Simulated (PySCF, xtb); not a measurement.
C₂H₈N, SMILES [NH3+]CC, charge +1.

GFN2-xTB run with xtb at its own geometry gives an orbital gap of 9.68 eV.

Geometry: B3LYP-D3(BJ)/def2-SVP. The isomer is the one that the SMILES or the coordinates give; other isomers of the formula were not compared.

**Question.** What does PBE/def2-TZVPD (PySCF) give? (Estimate from the structure and the level; the computed values follow.)

**Answer.** gap 7.71 eV (levels -13.76 and -6.05 eV).
